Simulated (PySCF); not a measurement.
**Electronic structure of Mo (molybdenum, neutral) at the UHF level**

Configuration: [Kr] 4d5 5s1, high-spin 7S determinant. Computed with PySCF 2.14 in aug-cc-pVTZ-PP with ECP28MDF, with a scalar-relativistic core potential.

- Total energy: -67.345050 hartree
- One-electron energy: -116.4286 hartree
- Hartree (Coulomb) energy: 56.5027 hartree
- Exchange energy: -7.4192 hartree
- ⟨S²⟩: 12.0029
- ⟨L²⟩: 0.000
- Sum of ⟨r⟩: 23.15 bohr
- Sum of ⟨r²⟩: 51.65 bohr²

```
shell  electrons  mean orbital energy (eV)  rms radius, mean of both spins (bohr)
 4s α          1                   -82.044                                   1.20
 4s β          1                   -75.581                                   1.20
 4p α          3                   -51.916                                   1.34
 4p β          3                   -43.427                                   1.34
 4d α          5                    -9.358                                   2.11
 5s α          1                    -6.476                                   3.95
```

Energies and moments cover only the electrons outside the core potential.
